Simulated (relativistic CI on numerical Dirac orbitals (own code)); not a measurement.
One change at a time: Ho XXXI

Base calculation: Dirac-Coulomb-Breit CI, KLI orbitals optimised for each configuration, model QED (radiative potential, 1s self-energy scaled to tabulated hydrogen-like ionisation energies), unscaled Slater integrals.

Configurations in the expansion (outside the closed core [Ar] 3d10): 4s2 4p6 4d, 4s2 4p5 4d2, 4s2 4p6 4f, 4s 4p6 4d2, 4s2 4p5 4d 4f, 4s 4p6 4d 4f, 4s2 4p6 5s, 4s2 4p6 5p, 4s2 4p6 5d, 4p6 4d3, 4p5 4d4, 4p5 4d3 4f, 4s 4p6 4f2, 4s 4p5 4f3, 4p6 4f3. Double excitations out of closed p, d and f shells are left out; levels of such configurations are missing from the list, as are those of other unlisted configurations, and high levels can miss mixing partners.

Variants: (1) valence Slater integrals scaled by 0.9; (2) Breit term removed; (3) non-relativistic limit. Shifts of the energy above 4s2 4p6 4d 2D_3/2, in cm⁻¹, for the lowest level and the first level of each name with at least 55 % of one term (blank where a level changes its place among those of its configuration and J or its character, or is not in the variant):

```tsv
Level	Base	Δ(1)	Δ(2)	Δ(3)
4s2 4p6 4d 2D_3/2	0	0	0	0
4s2 4p6 4d 2D_5/2	87733	+14	+2169	-87732
4s2 4p5 4d2 4D°_1/2	1020038	+6948	+3051	-71563
4s2 4p5 4d2 4G°_9/2	1115939	+4753	+5366	-133064
4s2 4p5 4d2 4G°_11/2	1140954	+3297	+6099	-158079
4s2 4p5 4d2 2H°_11/2	1212681	+2173	+7321	-163672
4s2 4p5 4d2 2P°_1/2	1261214	-1625	+6796	-220589
4s2 4p5 4d2 2P°_3/2	1338894	-9409	+6518	
4s2 4p6 4f 2F°_7/2	1432953	-4164	+6225	-14751
4s 4p6 4d2 4F_3/2	2144662	+14332	+3662	-497898
4s 4p6 4d2 4F_5/2	2175016	+13049	+4361	-528252
4s 4p6 4d2 4P_1/2	2211974	+9770	+4042	-528720
4s 4p6 4d2 4F_7/2	2232120	+14084	+6093	-585356
4s 4p6 4d2 4P_3/2	2255302	+11500	+5501	-572048
4s 4p6 4d2 4F_9/2	2275002	+11928	+7001	-628237
4s 4p6 4d2 2G_7/2	2326371	+4630	+6002	-579669
```

At this charge energies of transitions that change n are usually good to better than 1 %, and those within a shell (Δn = 0) to a few per cent.

Ionisation energy from the two ground configurations alone: base 1122.21 eV; Breit term removed 1122.8 eV. The NIST ASD value (theoretical) is 1122 eV.

LS names give the leading component of a level, which can be under half, so a name can repeat, a term be missing and a line seem to break the LS rules.
